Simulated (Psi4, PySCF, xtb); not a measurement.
Approach curve of the dimer F4Si ··· Cl- (SMILES F[Si](F)(F)F and [Cl-]) (charge -1). Monomers: optimised at B3LYP-D3(BJ) (def2-TZVP), held rigid. Orientation: lowest of the rigid-body minima from ten starts at GFN2-xTB. Only R, the distance of the centres of mass, is varied, so the lowest point isn't the relaxed dimer.

Geometry at R = 3.18 Å (first 5 atoms: monomer A):
```
6

F      1.5211    -0.2205    -0.3080
Si     0.0002     0.0001     0.0001
F     -0.2648     1.5226     0.2606
F     -0.8552    -0.4770    -1.2233
F     -0.4013    -0.8251     1.2706
Cl     1.7355     0.9677     2.4848
```

Computed with: GFN1-xTB (xtb); SAPT0/jun-cc-pVDZ, frozen core (Psi4); B3LYP/def2-TZVPD, counterpoise-corrected (Psi4); RHF/LANL2DZ = restricted Hartree-Fock/LANL2DZ, with its core potentials past Ne, no counterpoise correction in PySCF; PBE-D3(BJ)/def2-TZVPD, counterpoise-corrected (Psi4).

Interaction energies in kcal/mol (negative: bound); R is the distance of the centres of mass, d the F5···Cl6 distance.

```tsv
R / Å	d / Å	GFN1-xTB	SAPT0/jun-cc-pVDZ	B3LYP/def2-TZVPD	RHF/LANL2DZ	PBE-D3(BJ)/def2-TZVPD
2.61	2.56	8.81	12.58	13.63	7.42	8.98
2.82	2.73	1.57	2.40	3.02	-4.65	-0.69
2.96	2.85	-0.12	-1.36	-0.90	-8.78	-4.13
3.18	3.04	-0.38	-4.39	-4.02	-11.59	-6.70
3.41	3.25	0.51	-5.41	-5.05	-11.84	-7.31
3.62	3.43	1.40	-5.40	-5.03	-10.96	-6.97
3.87	3.66	2.12	-4.89	-4.50	-9.38	-6.14
4.21	3.97	2.51	-3.96	-3.60	-7.13	-4.87
4.64	4.38	2.44	-2.89	-2.60	-4.73	-3.49
5.35	5.05	1.96	-1.71	-1.53	-2.32	-1.99
6.36	6.02	1.35	-0.87	-0.78	-1.06	-0.94
7.69	7.32	0.85	-0.41	-0.37	-0.50	-0.41
```

Lowest grid point: GFN1-xTB -0.38 kcal/mol at R = 3.18 Å; SAPT0/jun-cc-pVDZ -5.41 kcal/mol at R = 3.41 Å; B3LYP/def2-TZVPD -5.05 kcal/mol at R = 3.41 Å; RHF/LANL2DZ -11.84 kcal/mol at R = 3.41 Å; PBE-D3(BJ)/def2-TZVPD -7.31 kcal/mol at R = 3.41 Å.
